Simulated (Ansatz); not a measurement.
Ansatz (a first-principles code) input:

Ansatz 0.2 input:
```yaml
crystal:
  periodic: [false, false, false]
  atoms:
    - {symbol: N, position_ang: [-0.00000000, -0.00000000, -0.79798120]}
    - {symbol: N, position_ang: [0.00000000, 0.00000000, 0.79798120]}
basis:
  gaussian:
    orbitals: def2-SVPD
total_charge: -1
magnetization: {spin_polarized: true, initial_magnetization: 3}
correlation: {method: ccsd_t, electrons: outside_noble_gas}
```

Question: Predict the final energy.

Answer: -108.91078 Eh (CCSD(T)/def2-SVPD). The basis has 40 functions.

This state (charge -1, quartet) is run at the relaxed geometry of the species with charge 0 and multiplicity 5.
